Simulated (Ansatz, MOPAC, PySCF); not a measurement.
Complex: C2H2 (SMILES C#C) (first 4 atoms) with H2S (SMILES S); geometry from B3LYP-D3(BJ)/def2-TZVP, rigid monomers moved along the line of their centres of mass till C2···H7 is 3.70 Å.
(charge 0, multiplicity 1):
```xyz
7

C      0.51859     0.27176    -0.15663
C     -0.59238    -0.14862    -0.00710
H      1.50477     0.64605    -0.28864
H     -1.57911    -0.52088     0.12656
S      0.22281     1.06607     4.80185
H      0.71301    -0.16817     4.99856
H      0.12374     0.87938     3.47427
```

Interaction energies are E(AB) − E(A) − E(B) at the monomers' geometry in the complex; basis-set methods are counterpoise corrected. Rows marked so take none.

Frozen-core correlation. CBS: X⁻³ extrapolation of the correlation energy, Hartree–Fock from the larger set. Rows in 3-21G, 6-31G*, STO-3G carry no dispersion term and start afresh at each structure (6-31G* with six Cartesian d functions). The state reached by AM1, PM3 isn't checked.

Programs: Ansatz (a first-principles code); MOPAC for AM1, PM3 (differences of heats of formation); PySCF for 3-21G rows, 6-31G* rows, STO-3G rows, the dispersion terms. 

Other levels give for the interaction energy: PBE/def2-TZVPPD -0.66; B3LYP/def2-TZVPPD -0.38; B3LYP-D3(BJ)/def2-TZVPPD -0.77; wB97M-V/def2-TZVPPD -0.76; MP2/CBS(aug-cc-pV(D+d)Z, aug-cc-pV(T+d)Z) + ΔCCSD(T)/aug-cc-pV(D+d)Z -0.77 kcal/mol.

Common cheap choices:

| level | interaction energy (kcal/mol) | less -0.77 (MP2/CBS(aug-cc-pV(D+d)Z, aug-cc-pV(T+d)Z) + ΔCCSD(T)/aug-cc-pV(D+d)Z) |
|---|---|---|
| AM1 | -0.19 | 0.57 |
| PM3 | -0.20 | 0.57 |
| HF/STO-3G (no counterpoise) | -0.16 | 0.61 |
| HF/6-31G* | -0.47 | 0.29 |
| BP86/6-31G* (no counterpoise) | -0.52 | 0.25 |
| B3LYP/3-21G (no counterpoise) | -0.70 | 0.06 |
| B3LYP/6-31G* | -0.45 | 0.32 |
| B3LYP/6-31G* (no counterpoise) | -0.65 | 0.11 |
